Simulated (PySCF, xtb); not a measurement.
SrF2, SMILES [F][Sr][F].

Harmonic wavenumbers (cm⁻¹) from GFN2-xTB in xtb at its own minimum, in rising order: 119, 339, 347.

**Question.** What does PySCF with B3LYP-D3(BJ)/def2-TZVP give at its own minimum? (Estimate from the structure and the level; the computed values follow.)

**Answer.** 87, 470, 474. Paired by order, the mean absolute difference is 97 cm⁻¹ and the zero-point energies are 1.2 and 1.5 kcal/mol.
